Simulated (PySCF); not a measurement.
PySCF 2.14 output of an unrestricted BHandHLYP calculation on a single atom or ion in aug-cc-pwCVTZ, with no relativity, point nucleus:

```
SCF conv_tol = 1e-09
number electrons alpha = 2  beta = 1
    A. D. Becke.,  J. Chem. Phys. 98, 1372 (1993)
    Defined through Gaussian implementation.
cycle= 1 E= -22.5478618963623  delta_E= -0.000846  |g|= 0.00435  |ddm|= 0.0506
cycle= 2 E= -22.5478914321896  delta_E= -2.95e-05  |g|= 0.000823  |ddm|= 0.0118
cycle= 3 E= -22.5478937747453  delta_E= -2.34e-06  |g|= 0.000143  |ddm|= 0.00374
cycle= 4 E= -22.5478938494154  delta_E= -7.47e-08  |g|= 1.35e-06  |ddm|= 0.000801
cycle= 5 E= -22.5478938494173  delta_E= -1.88e-12  |g|= 1.4e-07  |ddm|= 3.82e-06
converged SCF energy = -22.5478938494173  <S^2> = 0.75000082  2S+1 = 2.0000008
```

The run itself started from symmetry-adapted Hartree-Fock orbitals and held the occupation by maximum overlap, on a logarithmic radial grid, so the iterations belong to that start.

Question: Which element, charge and spin multiplicity is this?

Answer: B²⁺ (boron, charge +2), multiplicity 2; the state was [He] 3d1, 2D determinant (an excited configuration).

The outer electron is Rydberg-like, and this basis confines it to a smaller radius and binds it less than a complete one would.
